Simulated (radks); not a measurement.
Ir4+, configuration [Xe] 4f14 5d4.5 6d0.5 (fractional occupations, a model configuration). Method: Dirac Kohn-Sham, SOGGA, spin-unpolarised, spherical densities, point nucleus; open shells fill j = l - 1/2 first; computed with a radial shooting solver on a logarithmic mesh with Libxc functionals.

Spin-orbit splittings of the eigenvalues, e(l+1/2) - e(l-1/2), with zeta = 2 splitting/(2l+1) and mean radii in bohr:

shell  occ.  splitting (eV)  zeta (eV)  <r> j=l-1/2  <r> j=l+1/2
2p        6            1627       1085      0.06018      0.06849
3p        6           356.2      237.5       0.1801       0.1954
3d       10           76.99      30.80       0.1705       0.1752
4p        6           84.34      56.23       0.4267       0.4605
4d       10           15.66      6.262       0.4719       0.4832
4f       14           3.127     0.8935       0.5302       0.5377
5p        6           14.10      9.403        1.050        1.139
5d      4.5           1.644     0.6575        1.441        1.477
6d      0.5          0.3049     0.1220        3.589        3.643
